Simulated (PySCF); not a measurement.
**Radial density of Be⁺ (beryllium, charge +1)**

r2SCAN0, [He] 2p1, 2P determinant (an excited configuration). All numbers are calculated (PySCF 2.14, the non-relativistic Hamiltonian (point nucleus), in cc-pVQZ).

```tsv
r (bohr)	4πr²ρ (e/bohr)	4πr²(ρα − ρβ)
0.00630	0.01625	0.0000
0.0106	0.04434	-0.0001
0.0178	0.1185	-0.0003
0.0300	0.3042	-0.0007
0.0504	0.7323	-0.0016
0.0848	1.580	-0.0032
0.143	2.851	-0.0045
0.240	3.846	0.0001
0.404	3.257	0.0267
0.679	1.378	0.1119
1.14	0.4312	0.2869
1.92	0.4085	0.4060
3.23	0.1980	0.1980
5.43	0.01577	0.0158
9.14	7.223e-05	0.0001
```

Where is the radial spin density 4πr²(ρα − ρβ) most negative, and why is it negative at all?

Around r = 0.143 bohr, down to -0.0045 e/bohr: exchange with the open shell polarises the paired shells in an unrestricted calculation.
